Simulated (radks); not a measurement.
Q: The mean radii <r> (bohr) of the occupied orbitals of an atom or ion are listed with their occupations. Method: scalar-relativistic Kohn-Sham, PBE, spin-unpolarised, spherical densities, point nucleus; computed with a radial shooting solver on a logarithmic mesh with Libxc functionals.

| orbital | occ. | <r> |
|---|---|---|
| 1s | 2 | 0.1306 |
| 2s | 2 | 0.6972 |
| 2p | 6 | 0.6894 |
| 3s | 2 | 3.150 |

Name the element and its charge.

A: Z = 12, magnesium, charge 0: Mg in [Ne] 3s2. The 1s radius gives Z: for a bare nucleus <r> = (2 gamma + 1)/(2Z) with gamma = sqrt(1 - (Z/c)^2), 0.1247 bohr for Z = 12, and screening makes it slightly larger (0.1306 here). The occupations add up to 12, and the charge is Z minus that.
